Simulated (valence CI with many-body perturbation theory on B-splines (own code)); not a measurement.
# La52+: electric-dipole lines

Calculated by relativistic CI+MBPT: three valence electrons over a frozen Dirac-Fock core [He], a basis of 11 s, 11 p, 10 d, 8 f, 5 g, 2 h functions for each j, with the one-electron correlation potential Σ1 (screened to all orders), the two-electron term Σ2, the three-electron term Σ3, Breit, model QED; selected single and double excitations, second order for the rest, scaled by the run's own slope (own B-spline code, finite nucleus).

No measured spectrum was set against this ion. As an estimate, large intervals hold to a few tenths of a per cent, small ones and those within an open d or f shell to about a per cent.

Lines 201 to 250 of 536 in falling wavelength, among levels below 8475.5 eV, chosen from the strongest by gf and those to the six lowest levels. Wavelengths and rates use the calculated energies. Electric multipoles are in the length gauge, E1 and E2 with the static RPA response of the core. Weak lines are less certain than strong ones. Lines between different terms over intervals too small for the method are left out, as are lines whose strength nearly cancels. The highest levels of a list are the least certain.

Levels are named by their leading jj configuration (3d3/2^4 stands for four electrons in 3d with j = 3/2), which in mixed levels can hold well under half, so a name can repeat and another be missing. Letters in brackets count levels of one name in rising energy.

| λ vac (nm) | Upper | Lower | A (s⁻¹) | S (a.u.) with core polarisation | S without |
| --- | --- | --- | --- | --- | --- |
| 1.850 | (2p1/2 2p3/2^2) J=1/2 | (2s 2p1/2 2p3/2) J=3/2 [b] | 1.34e+12 | 8.39e-03 | 8.41e-03 |
| 1.848 | (2p1/2 2p3/2^2) J=1/2 | (2s 2p1/2 2p3/2) J=1/2 | 5.71e+11 | 3.56e-03 | 3.56e-03 |
| 1.837 | (2s 2p3/2^2) J=1/2 | (2s^2 2p3/2) J=3/2 | 1.07e+12 | 6.53e-03 | 6.54e-03 |
| 1.834 | (2s 2p3/2^2) J=3/2 | (2s^2 2p3/2) J=3/2 | 1.84e+12 | 2.24e-02 | 2.25e-02 |
| 1.833 | (2p1/2^2 2p3/2) J=3/2 | (2s 2p1/2^2) J=1/2 | 7.88e+11 | 9.58e-03 | 9.60e-03 |
| 1.816 | (2p1/2 2p3/2^2) J=5/2 | (2s 2p1/2 2p3/2) J=5/2 | 7.81e+11 | 1.38e-02 | 1.39e-02 |
| 1.782 | (2p1/2 2p3/2^2) J=3/2 | (2s 2p1/2 2p3/2) J=3/2 [a] | 8.81e+11 | 9.85e-03 | 9.86e-03 |
| 1.742 | (2p3/2^3) J=3/2 | (2s 2p3/2^2) J=5/2 | 5.38e+11 | 5.61e-03 | 5.62e-03 |
| 1.731 | (2p1/2 2p3/2^2) J=5/2 | (2s 2p1/2 2p3/2) J=3/2 [a] | 1.63e+10 | 2.50e-04 | 2.51e-04 |
| 0.6782 | (2s 2p3/2 4s) J=3/2 | (2p1/2 2p3/2 3s) J=5/2 | 3.13e+12 | 1.93e-03 | 1.92e-03 |
| 0.6765 | (2s 2p1/2 4p1/2) J=3/2 | (2s 2p1/2 3d3/2) J=5/2 | 3.49e+12 | 2.13e-03 | 2.13e-03 |
| 0.6743 | (2p1/2^2 4p3/2) J=3/2 | (2p1/2^2 3d5/2) J=5/2 | 3.38e+12 | 2.04e-03 | 2.04e-03 |
| 0.6735 | (2p1/2^2 4s) J=1/2 | (2p1/2^2 3p3/2) J=3/2 | 1.60e+13 | 4.82e-03 | 4.82e-03 |
| 0.6732 | (2s 2p1/2 4s) J=3/2 | (2s 2p1/2 3p3/2) J=3/2 [b] | 3.30e+12 | 1.99e-03 | 1.99e-03 |
| 0.6722 | (2s 2p1/2 4s) J=3/2 | (2s 2p1/2 3p3/2) J=5/2 | 1.21e+13 | 7.25e-03 | 7.25e-03 |
| 0.6721 | (2s 2p1/2 4s) J=1/2 [a] | (2s 2p1/2 3p3/2) J=3/2 [a] | 1.60e+13 | 4.79e-03 | 4.79e-03 |
| 0.6720 | (2s^2 4p3/2) J=3/2 | (2s^2 3d5/2) J=5/2 | 3.40e+12 | 2.04e-03 | 2.04e-03 |
| 0.6717 | (2s 2p1/2 4p3/2) J=5/2 | (2s 2p1/2 3d5/2) J=7/2 | 2.92e+12 | 2.62e-03 | 2.62e-03 |
| 0.6717 | (2s^2 4s) J=1/2 | (2s^2 3p3/2) J=3/2 | 1.50e+13 | 4.49e-03 | 4.49e-03 |
| 0.6714 | (2s 2p3/2 4s) J=5/2 | (2s 2p3/2 3p3/2) J=5/2 [a] | 2.68e+12 | 2.40e-03 | 2.40e-03 |
| 0.6713 | (2s 2p1/2 4s) J=1/2 [b] | (2s 2p1/2 3p3/2) J=3/2 [b] | 9.30e+12 | 2.78e-03 | 2.78e-03 |
| 0.6675 | (2s 2p3/2 4s) J=5/2 | (2s 2p3/2 3p3/2) J=7/2 | 1.05e+13 | 9.26e-03 | 9.26e-03 |
| 0.6663 | (2s 2p1/2 4f7/2) J=7/2 [a] | (2s 2p1/2 3d5/2) J=5/2 [b] | 6.13e+12 | 7.16e-03 | 7.16e-03 |
| 0.6645 | (2s 2p3/2 4s) J=3/2 | (2s 2p3/2 3p3/2) J=3/2 [a] | 3.85e+12 | 2.23e-03 | 2.23e-03 |
| 0.6604 | (2s 2p1/2 4f5/2) J=7/2 | (2s 2p1/2 3d5/2) J=5/2 [b] | 4.01e+12 | 4.56e-03 | 4.56e-03 |
| 0.6602 | (2s 2p1/2 4f5/2) J=5/2 [b] | (2s 2p1/2 3d5/2) J=3/2 | 3.42e+12 | 2.92e-03 | 2.92e-03 |
| 0.6602 | (2s 2p1/2 4f5/2) J=5/2 [b] | (2s 2p1/2 3d5/2) J=5/2 [b] | 3.21e+12 | 2.74e-03 | 2.74e-03 |
| 0.6602 | (2p1/2^2 4f5/2) J=5/2 | (2p1/2^2 3d5/2) J=5/2 | 7.21e+12 | 6.15e-03 | 6.15e-03 |
| 0.6579 | (2s 2p1/2 4f5/2) J=5/2 [a] | (2s 2p1/2 3d5/2) J=5/2 [a] | 6.38e+12 | 5.38e-03 | 5.38e-03 |
| 0.6575 | (2s 2p1/2 4f7/2) J=5/2 | (2s 2p1/2 3d5/2) J=3/2 | 9.49e+13 | 7.99e-02 | 7.99e-02 |
| 0.6575 | (2s 2p1/2 4f7/2) J=7/2 [b] | (2s 2p1/2 3d5/2) J=5/2 [b] | 9.35e+13 | 1.05e-01 | 1.05e-01 |
| 0.6575 | (2s 2p1/2 4f7/2) J=5/2 | (2s 2p1/2 3d5/2) J=5/2 [b] | 1.03e+13 | 8.65e-03 | 8.65e-03 |
| 0.6574 | (2p1/2^2 4f7/2) J=7/2 | (2p1/2^2 3d5/2) J=5/2 | 1.09e+14 | 1.22e-01 | 1.22e-01 |
| 0.6567 | (2s 2p1/2 4f5/2) J=7/2 | (2s 2p1/2 3d5/2) J=7/2 | 7.50e+12 | 8.38e-03 | 8.38e-03 |
| 0.6561 | (2s^2 4f5/2) J=5/2 | (2s^2 3d5/2) J=5/2 | 7.26e+12 | 6.07e-03 | 6.07e-03 |
| 0.6552 | (2s 2p1/2 4f7/2) J=7/2 [a] | (2s 2p1/2 3d5/2) J=5/2 [a] | 9.72e+13 | 1.08e-01 | 1.08e-01 |
| 0.6544 | (2s 2p1/2 4f5/2) J=5/2 [a] | (2s 2p1/2 3d3/2) J=3/2 [b] | 1.08e+13 | 8.98e-03 | 8.98e-03 |
| 0.6541 | (2s 2p1/2 4f7/2) J=9/2 | (2s 2p1/2 3d5/2) J=7/2 | 1.10e+14 | 1.52e-01 | 1.52e-01 |
| 0.6538 | (2s 2p1/2 4f7/2) J=7/2 [b] | (2s 2p1/2 3d5/2) J=7/2 | 8.31e+12 | 9.17e-03 | 9.17e-03 |
| 0.6534 | (2s^2 4f7/2) J=7/2 | (2s^2 3d5/2) J=5/2 | 1.09e+14 | 1.20e-01 | 1.20e-01 |
| 0.6518 | (2s 2p1/2 4f5/2) J=3/2 | (2p1/2^2 3p1/2) J=1/2 | 3.48e+13 | 1.90e-02 | 1.90e-02 |
| 0.6495 | (2s 2p1/2 4f5/2) J=7/2 | (2s 2p1/2 3d5/2) J=5/2 [a] | 4.07e+12 | 4.40e-03 | 4.40e-03 |
| 0.6493 | (2s 2p1/2 4f5/2) J=5/2 [b] | (2s 2p1/2 3d5/2) J=5/2 [a] | 2.45e+12 | 1.99e-03 | 1.99e-03 |
| 0.6467 | (2s 2p1/2 4f7/2) J=7/2 [b] | (2s 2p1/2 3d5/2) J=5/2 [a] | 7.35e+12 | 7.85e-03 | 7.85e-03 |
| 0.6466 | (2s 2p1/2 4f7/2) J=7/2 [a] | (2s 2p1/2 3d3/2) J=5/2 | 6.61e+12 | 7.06e-03 | 7.06e-03 |
| 0.6460 | (2s 2p1/2 4f5/2) J=3/2 | (2s 2p1/2 3d3/2) J=3/2 [b] | 2.62e+13 | 1.39e-02 | 1.39e-02 |
| 0.6459 | (2s 2p1/2 4f5/2) J=5/2 [b] | (2s 2p1/2 3d3/2) J=3/2 [b] | 7.41e+13 | 5.92e-02 | 5.92e-02 |
| 0.6438 | (2p1/2^2 4f5/2) J=5/2 | (2p1/2^2 3d3/2) J=3/2 | 1.05e+14 | 8.27e-02 | 8.27e-02 |
| 0.6436 | (2s^2 4f5/2) J=5/2 | (2s^2 3d3/2) J=3/2 | 1.03e+14 | 8.16e-02 | 8.16e-02 |
| 0.6420 | (2s 2p1/2 4f5/2) J=3/2 | (2s 2p1/2 3d3/2) J=1/2 | 4.37e+13 | 2.28e-02 | 2.28e-02 |
